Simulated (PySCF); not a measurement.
Ionisation energy of Rh by level of theory

Rh [Kr] 4d8 5s1 (4F) → Rh⁺ [Kr] 4d8 (3F), as a difference of total energies. All numbers are calculated (PySCF 2.14, scalar relativity by spin-free X2C-1e, in x2c-TZVPPall (8s6p6d2f1g, 79 functions)). Correlated levels: valence: [Kr] frozen. The calculations carry no spin-orbit coupling.

```csv
method,ionisation energy (eV),error (eV)
UHF,6.313,-1.166
MP2 (valence),7.183,-0.296
SCS-MP2 (valence),6.970,-0.509
CCSD (valence),7.104,-0.375
CCSD(T) (valence),7.171,-0.308
```

Reference: 7.479 eV (measured; NIST levels, between the centres of gravity of the two terms).

Errors of the correlated levels include the incompleteness of this basis and the frozen core.
